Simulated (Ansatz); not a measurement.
Reaction (hydrogenolysis of the Al–F bond): `F[BH][AlH][F]` + H₂ → `F[BH][AlH2]` + H–F

Gas-phase electronic energies from Ansatz, PBE0-D4/def2-TZVP geometries. CBS: MP2 limit from def2 TZ/QZ plus the TZ coupled-cluster correction, frozen cores. This one scheme is used for every species. Each species was taken in one conformer, which may not be the lowest.

```csv
level,ΔE (kcal/mol)
CCSD/def2-SVP,40.5
SCS-MP2/def2-TZVPP,41.8
```

Question: What does CCSD(T)/CBS give? (An estimate is asked.)

Answer: The calculation gave: +41.0 kcal/mol. The listed levels differ from it by -0.5, 0.8 kcal/mol.

Largest T1 diagnostic among the species: 0.014.

In def2-TZVPP, CCSD(T) changes the Hartree–Fock value by +1.1 kcal/mol (the triples alone add +0.4 kcal/mol) and MP2 by +2.8 kcal/mol. From r2SCAN to r2SCAN0 (25 % exact exchange), in def2-TZVPP and without D4, ΔE moves by −1.3 kcal/mol.
